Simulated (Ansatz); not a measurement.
A made-up structure of SiH$_{2}$SeO, closed shell:

O1  (-0.062, -0.439, 1.293)
Si2  (-0.165, 0.229, -0.208)
Se3  (1.331, -1.313, 0.282)
H4  (-1.349, -0.119, -1.020)
H5  (0.175, -1.060, 1.999)
(Å)

It is relaxed with PBE-D4/def2-SVP and then PBE0-D4/def2-TZVP (Ansatz 0.2.0). Atoms count as bonded within 1.22 times the sum of their covalent radii (H–H: 0.88 Å). The end point is not checked to be a true minimum.

Task: Does its bonding change? (Judge from chemistry; the calculation decides.)

Result: The calculation gives: No: no bond forms or breaks.

Where it ends: The first stage lowers the energy by 1.82 eV in 11 steps. It ends as SiH₂SeO ([OH]1[SiH][Se]1):
| atom | x (Å) | y (Å) | z (Å) |
| --- | --- | --- | --- |
| O1 | 0.2820 | -0.4000 | 1.3839 |
| Si2 | -0.0875 | 0.4790 | -0.2765 |
| Se3 | 1.4328 | -1.3092 | 0.1331 |
| H4 | -1.2854 | -0.4447 | -0.5216 |
| H5 | -0.4124 | -1.0271 | 1.6270 |

Labels in which every atom is bracketed show which atoms are joined, not bond orders.

For scale, one of the runs: PBE0-D4/def2-TZVP relaxation, 128 basis functions, launched by `ansatz run in.yaml --threads 2 --pin off --events-out ev --progress --plain --max-ram 4352MiB`. Hardware: 2 CPU threads of an Arm Neoverse V1, shared host. Wall time about 23 s.
